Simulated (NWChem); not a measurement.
Molecule: CH3Cl2NbO; SMILES [CH3][Nb](=[O])([Cl])[Cl]

Not confirmed as a minimum by frequencies. def2 effective core potentials on Nb; no spin-orbit coupling.

Task: Give the equilibrium geometry at PBE0/def2-SVP with def2 effective core potentials on Nb (NWChem) as a Z-matrix, with the point group.

Result: point group Cs; any orientation.
```
Nb
O 1 1.6779
C 1 2.1236 2 102.37
H 3 1.1032 1 110.43 2 180.00
H 3 1.1036 4 109.58 1 120.86
H 3 1.1036 4 109.58 5 118.28
Cl 1 2.2971 2 110.04 3 114.78
Cl 1 2.2971 2 110.04 3 -114.78
```
